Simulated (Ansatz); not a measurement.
Consider the cleavage of the B–Ga bond: `[BH2][GaH][SiH2]C` + `[NH2][GeH3]` → `B[NH][GeH3]` + `C[SiH2][GaH2]`.

Gas-phase electronic energies from Ansatz, PBE0-D4/def2-TZVP geometries. CCSD(T)/CBS adds triple-zeta CCSD(T) − MP2 to the extrapolated MP2 energy (def2 sets, frozen cores). DFT in def2-TZVPP. B3LYP here is the variant with VWN-RPA as its local correlation; programs differ in this. For Ga, Ge outer-core shells are correlated without core-valence functions, which leaves a few kJ/mol of doubt a bond. Scalar relativity is left out up to krypton. One conformer a species, not always the lowest.

```json
{"level": "B3LYP", "ΔE (kJ/mol)": "-159.1"}
{"level": "CCSD(T)/def2-SVP", "ΔE (kJ/mol)": "-179.4"}
```

Task: What does CCSD(T)/CBS give? (An estimate is asked.)

Result: Computed: -153.8 kJ/mol. The listed levels differ from it by -5.3, -25.6 kJ/mol.

Largest T1 diagnostic among the species: 0.013.

Leaving LDA and LC-ωPBE aside and taking each functional with its dispersion term where it has one, the values, not all of them listed here, spread over 14.8 kJ/mol, from CAM-B3LYP-D4 to revPBE-D4. LDA lies −12.9 kJ/mol from PBE without D4. From BLYP to BHLYP (50 % exact exchange), in def2-TZVPP and without D4, ΔE moves by −7.5 kJ/mol.
